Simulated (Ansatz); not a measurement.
Species: HAlF₂, SMILES `[F][AlH][F]` (charge 0, multiplicity 1).

Task: Give a relaxed geometry from CAM-B3LYP-D3(BJ)/def2-TZVP in Ansatz (a quantum-chemistry and plane-wave program).

Result: the end point of this relaxation (outside a Z-matrix the atoms follow the SMILES, hydrogens last).
Cartesian coordinates (Å) in one orientation:
```xyz
4

F     -1.336    -0.913    -0.042
Al    -0.003     0.035     0.000
F      1.457    -0.704     0.045
H     -0.118     1.581    -0.003
```
